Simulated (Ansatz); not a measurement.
The first iterations of a band of CH5ClNOSc (10 atoms, charge 0, multiplicity 1).

All numbers below come from RKS B3LYP/def2-SVP in Ansatz 0.2.0.

| Item | Value |
| --- | --- |
| movable images | 5 |
| climbing image | yes |
| spring | 5.0 eV/Å² |
| optimiser | quadratic models (default) |
| start path | through a guess of the saddle point |
| force threshold | 0.05 eV/Å |
| iteration limit | 60 |
| end points | relaxed |

First end point:

```xyz
10
Properties=species:S:1:pos:R:3
C -2.124 0.172 0.180
O -0.741 0.277 0.073
Sc 1.082 0.576 -0.046
N 2.175 -1.041 -0.248
Cl 2.134 2.659 0.033
H -2.605 0.187 -0.816
H -2.551 1.006 0.768
H -2.417 -0.773 0.676
H 1.852 -2.008 -0.295
H 3.194 -1.054 -0.325
```

Last end point:

```xyz
10
Properties=species:S:1:pos:R:3
C -2.124 0.172 0.181
O -0.741 0.273 0.076
Sc 1.081 0.573 -0.044
N 2.178 -1.041 -0.248
Cl 2.130 2.657 0.033
H -2.604 0.187 -0.816
H -2.551 1.009 0.765
H -2.422 -0.771 0.678
H 3.196 -1.051 -0.326
H 1.858 -2.008 -0.298
```

| iteration | highest image above the first end (eV) | largest band force component (eV/Å) |
| --- | --- | --- |
| 1 | 2.533 | 14.406 |
| 2 | 0.419 | 1.566 |

Does the band converge within its limit, and where does its top end?

It converged. It ended after 6 iterations with the highest image 0.324 eV above the first end. A vibrational analysis at the climbing image gives one clearly imaginary mode, 364i cm⁻¹: a first-order saddle point.

Time of the run: 2.5 min on 2 threads of Arm Neoverse V1, with other jobs on the host, peak memory 0.29 GiB.
